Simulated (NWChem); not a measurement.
System: C$_{4}$H$_{4}$F$_{2}$; SMILES C=C(F)C(=C)F

Here is an NWChem input.

```
start job
memory heap 200 mb stack 900 mb global 1100 mb
geometry units angstroms noautoz
  C      1.372081    -1.258857     0.000000
  C      0.156102    -0.714498     0.000000
  F     -0.951536    -1.489227     0.000000
  C     -0.156102     0.714498     0.000000
  C     -1.372081     1.258857     0.000000
  F      0.951536     1.489227     0.000000
  H      1.497057    -2.335101     0.000000
  H      2.249874    -0.626480     0.000000
  H     -2.249874     0.626480     0.000000
  H     -1.497057     2.335101     0.000000
end
basis spherical
  * library def2-svp
end
dft
  xc kt2
  iterations 150
  mulliken
end
task dft energy
```

Geometry: optimised at B3LYP/6-31G* (spherical d).

Question: Give the results of this calculation. (KT2/def2-SVP.) Quantities: energy (Ha); highest occupied level (eV); orbital gap (eV).

Answer: 
* **energy (Ha)**: -359.49
* **highest occupied level (eV)**: -6.03
* **orbital gap (eV)**: 4.07
